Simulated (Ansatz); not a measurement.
A made-up structure of GeSiH5 (charge +1), closed shell:

```xyz
7
angstrom
Si -0.3468 -1.2386 0.0565
Ge 0.2826 1.0805 -0.0820
H 0.0486 -2.1062 1.1895
H -1.1545 -1.9735 -0.9437
H -0.3213 1.6027 -1.3778
H -0.8596 -1.2195 1.3805
H 1.8089 0.9906 -0.0489
```

It is relaxed with PBE-D4/def2-SVP and then PBE0-D4/def2-TZVP (Ansatz 0.2.0). Atoms count as bonded within 1.22 times the sum of their covalent radii (H–H: 0.88 Å). The end point is not checked to be a true minimum.

Task: Does its bonding change? (A judgement: the text doesn't fix the answer.)

Result: Computed: No: no bond forms or breaks.

Where it ends: The first stage lowers the energy by 2.77 eV in 7 steps. It ends as GeSiH₅ ([SiH3][GeH2]), total charge +1:
```xyz
7
angstrom
Si -0.5119 -1.4119 0.3396
Ge 0.4435 0.6839 -0.3632
H 0.6280 -2.2285 0.7991
H -1.2412 -1.9053 -0.8457
H -0.2418 1.6484 -1.3394
H -1.3869 -0.9069 1.4267
H 1.7682 1.2562 0.1569
```

Labels in which every atom is bracketed show which atoms are joined, not bond orders.

For scale, one of the runs: PBE0-D4/def2-TZVP relaxation, 115 basis functions, launched by `ansatz run in.yaml --threads 2 --pin off --events-out ev --progress --plain --max-ram 4352MiB`. Hardware: 2 CPU threads of an Arm Neoverse N1, shared host. Wall time about 17 s.
